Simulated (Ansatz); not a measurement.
Reaction (atomization): `O[CH](Cl)[Zn][F]` → C• + Cl• + F• + 2 H• + O• + Zn (atom)

Program: Ansatz. Geometries: PBE0-D4/def2-TZVP. ΔE: electronic, gas phase. CBS: MP2 limit from def2 TZ/QZ plus the TZ coupled-cluster correction, frozen cores. This one scheme is used for every species, atoms too. For atomizations the MP2-based limit and the directly extrapolated one differ by several kJ/mol either way, and by 10 to 25 for some Ge, Se and Sn compounds, so smaller differences from it don't rank the levels. DFT in def2-TZVPP. B3LYP here is the variant with VWN-RPA as its local correlation; programs differ in this. HSE06 is defined as in plane-wave codes. No spin–orbit coupling; open shells (•) take unrestricted orbitals. Spin–orbit coupling would lower the free atoms: a little for C, Cl, F, O. Bonds to Zn are less sure, by a few kJ/mol each and by 10 to 20 or more in all where they break to atoms, as the def2 sets lack core-valence functions. Scalar relativity is left out up to krypton. Each species was taken in one conformer, which may not be the lowest.

`O[CH](Cl)[Zn][F]`:

Cartesian coordinates in Å:
```
O 0.776 1.288 -0.529
C 0.531 0.169 0.234
Cl -0.089 0.618 1.905
Zn -0.751 -1.168 -0.381
F -1.919 -2.355 -0.911
H -0.050 1.726 -0.752
H 1.502 -0.279 0.435
```

```json
{"level": "LDA (SPW92)", "ΔE (kcal/mol)": "634.9", "difference from CCSD(T)/CBS": "107.8"}
{"level": "PBE-D4", "ΔE (kcal/mol)": "547.4", "difference from CCSD(T)/CBS": "20.3"}
{"level": "revPBE-D4", "ΔE (kcal/mol)": "526.9", "difference from CCSD(T)/CBS": "-0.2"}
{"level": "BLYP-D4", "ΔE (kcal/mol)": "523.8", "difference from CCSD(T)/CBS": "-3.3"}
{"level": "r2SCAN-D4", "ΔE (kcal/mol)": "532.8", "difference from CCSD(T)/CBS": "5.7"}
{"level": "B97M-V", "ΔE (kcal/mol)": "522.9", "difference from CCSD(T)/CBS": "-4.2"}
{"level": "PBE0-D4", "ΔE (kcal/mol)": "526.5", "difference from CCSD(T)/CBS": "-0.6"}
{"level": "B3LYP-D4", "ΔE (kcal/mol)": "517.4", "difference from CCSD(T)/CBS": "-9.7"}
{"level": "r2SCANh-D4", "ΔE (kcal/mol)": "525.0", "difference from CCSD(T)/CBS": "-2.1"}
{"level": "HSE06-D4", "ΔE (kcal/mol)": "527.2", "difference from CCSD(T)/CBS": "0.1"}
{"level": "BHLYP-D4", "ΔE (kcal/mol)": "489.8", "difference from CCSD(T)/CBS": "-37.3"}
{"level": "CAM-B3LYP-D4", "ΔE (kcal/mol)": "524.4", "difference from CCSD(T)/CBS": "-2.7"}
{"level": "ωB97X-V", "ΔE (kcal/mol)": "528.5", "difference from CCSD(T)/CBS": "1.4"}
{"level": "ωB97M-V", "ΔE (kcal/mol)": "526.8", "difference from CCSD(T)/CBS": "-0.3"}
{"level": "B2PLYP", "ΔE (kcal/mol)": "516.0", "difference from CCSD(T)/CBS": "-11.1"}
{"level": "PBE-QIDH", "ΔE (kcal/mol)": "522.3", "difference from CCSD(T)/CBS": "-4.8"}
{"level": "PBE", "ΔE (kcal/mol)": "544.1", "difference from CCSD(T)/CBS": "17.0"}
{"level": "revPBE", "ΔE (kcal/mol)": "516.7", "difference from CCSD(T)/CBS": "-10.4"}
{"level": "BLYP", "ΔE (kcal/mol)": "516.4", "difference from CCSD(T)/CBS": "-10.7"}
{"level": "r2SCAN", "ΔE (kcal/mol)": "532.0", "difference from CCSD(T)/CBS": "4.9"}
{"level": "PBE0", "ΔE (kcal/mol)": "523.7", "difference from CCSD(T)/CBS": "-3.4"}
{"level": "r2SCANh", "ΔE (kcal/mol)": "524.2", "difference from CCSD(T)/CBS": "-2.9"}
{"level": "r2SCAN0", "ΔE (kcal/mol)": "513.1", "difference from CCSD(T)/CBS": "-14.0"}
{"level": "HSE06", "ΔE (kcal/mol)": "524.6", "difference from CCSD(T)/CBS": "-2.5"}
{"level": "BHLYP", "ΔE (kcal/mol)": "485.5", "difference from CCSD(T)/CBS": "-41.6"}
{"level": "CAM-B3LYP", "ΔE (kcal/mol)": "521.5", "difference from CCSD(T)/CBS": "-5.6"}
{"level": "LC-ωPBE", "ΔE (kcal/mol)": "532.4", "difference from CCSD(T)/CBS": "5.3"}
{"level": "MP2/def2-SVP", "ΔE (kcal/mol)": "505.5", "difference from CCSD(T)/CBS": "-21.6"}
{"level": "CCSD/def2-SVP", "ΔE (kcal/mol)": "475.7", "difference from CCSD(T)/CBS": "-51.4"}
{"level": "CCSD(T)/def2-SVP", "ΔE (kcal/mol)": "483.0", "difference from CCSD(T)/CBS": "-44.1"}
{"level": "HF/def2-TZVPP", "ΔE (kcal/mol)": "341.7", "difference from CCSD(T)/CBS": "-185.4"}
{"level": "MP2/def2-TZVPP", "ΔE (kcal/mol)": "532.8", "difference from CCSD(T)/CBS": "5.7"}
{"level": "SCS-MP2/def2-TZVPP", "ΔE (kcal/mol)": "518.3", "difference from CCSD(T)/CBS": "-8.8"}
{"level": "CCSD(T)/def2-TZVPP", "ΔE (kcal/mol)": "507.2", "difference from CCSD(T)/CBS": "-19.9"}
{"level": "HF/def2-QZVPP", "ΔE (kcal/mol)": "344.6", "difference from CCSD(T)/CBS": "-182.5"}
{"level": "MP2/def2-QZVPP", "ΔE (kcal/mol)": "545.3", "difference from CCSD(T)/CBS": "18.2"}
{"level": "SCS-MP2/def2-QZVPP", "ΔE (kcal/mol)": "531.5", "difference from CCSD(T)/CBS": "4.4"}
{"level": "HF/CBS(def2)", "ΔE (kcal/mol)": "345.0", "difference from CCSD(T)/CBS": "-182.1"}
{"level": "MP2/CBS(def2)", "ΔE (kcal/mol)": "552.8", "difference from CCSD(T)/CBS": "25.7"}
{"level": "CCSD/CBS(def2)", "ΔE (kcal/mol)": "514.3", "difference from CCSD(T)/CBS": "-12.8"}
{"level": "CCSD(T)/CBS", "ΔE (kcal/mol)": "527.1", "difference from CCSD(T)/CBS": "0"}
```

Largest T1 diagnostic among the species: 0.017.

From PBE to PBE0 (25 % exact exchange), in def2-TZVPP and without D4, ΔE moves by −20.3 kcal/mol: exact exchange takes away binding that semilocal exchange gives to molecules. Leaving LDA and LC-ωPBE aside and taking each functional with its dispersion term where it has one, the values spread over 57.6 kcal/mol, from BHLYP-D4 to PBE-D4. LDA lies +90.9 kcal/mol from PBE without D4, its usual overbinding.
